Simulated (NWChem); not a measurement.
Species: CH2BF3O; SMILES FC(F)(BO)F

```xyz
8

B     -0.7535     1.0683     0.0000
C     -0.0463    -0.3827     0.0000
F     -0.3747    -1.1101    -1.0958
F     -0.3747    -1.1101     1.0958
F      1.3239    -0.2563     0.0000
H     -1.9586     1.1866     0.0000
O      0.0268     2.1641     0.0000
H      0.9767     1.9196     0.0000
```
Atoms are numbered in this order, from 1.

Computed with NWChem. All runs use the structure optimised with PBE-D3(BJ)/def2-SVP. B3LYP is NWChem's, with the RPA form of VWN correlation. Atomic charges in e: unrestrained fits to the electrostatic potential beside Mulliken populations; buried atoms are poorly determined by the fit.

Q: What does the run give for B3LYP/def2-SVP? Quantities: ESP B1; Mulliken B1; ESP C2; Mulliken C2; ESP F3; Mulliken F3; ESP F4; Mulliken F4; ESP F5; Mulliken F5; relative RMS misfit of the potential (%).

A: 
- ESP B1 = 0.27
- Mulliken B1 = -0.02
- ESP C2 = 0.65
- Mulliken C2 = 0.53
- ESP F3 = -0.25
- Mulliken F3 = -0.19
- ESP F4 = -0.25
- Mulliken F4 = -0.19
- ESP F5 = -0.25
- Mulliken F5 = -0.23
- relative RMS misfit of the potential (%) = 25
